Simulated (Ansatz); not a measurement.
Frontier orbitals of ClH4InO2Si, SMILES `[OH][In]([Cl])[O][SiH3]`.

Total charge 0; spin multiplicity 1. Correlated methods include outer-core shells of In, which these sets cover unevenly. In: def2 effective core potential. Geometry: relaxed with PBE0-D4/def2-TZVP. It is one conformer, not always the lowest. Basis def2-TZVPP, the Gaussian-basis code of Ansatz.

| functional | HOMO (eV) | LUMO (eV) | gap (eV) |
| --- | --- | --- | --- |
| LDA (SPW92) | -7.39 | -3.71 | 3.68 |
| PBE | -7.25 | -3.38 | 3.87 |
| BLYP | -7.16 | -3.34 | 3.82 |
| r2SCAN | -7.62 | -3.15 | 4.47 |
| PBE0 | -8.72 | -2.46 | 6.26 |
| BHLYP | -10.12 | -1.58 | 8.54 |
| CAM-B3LYP | -10.16 | -1.51 | 8.65 |
| LC-ωPBE | -11.53 | -0.15 | 11.38 |
| ωB97M-V | -11.04 | -0.53 | 10.51 |

A quarter of exact exchange (PBE0) shifts PBE's HOMO by −1.47 eV and its LUMO by +0.92 eV; full exchange at long range (ωB97M-V) shifts them by −3.79 and +2.84 eV. The gap opens from 3.88 to 10.51 eV, since occupied levels lose self-interaction and empty ones feel all the electrons.

LC-ωPBE has ω = 0.4 bohr⁻¹.
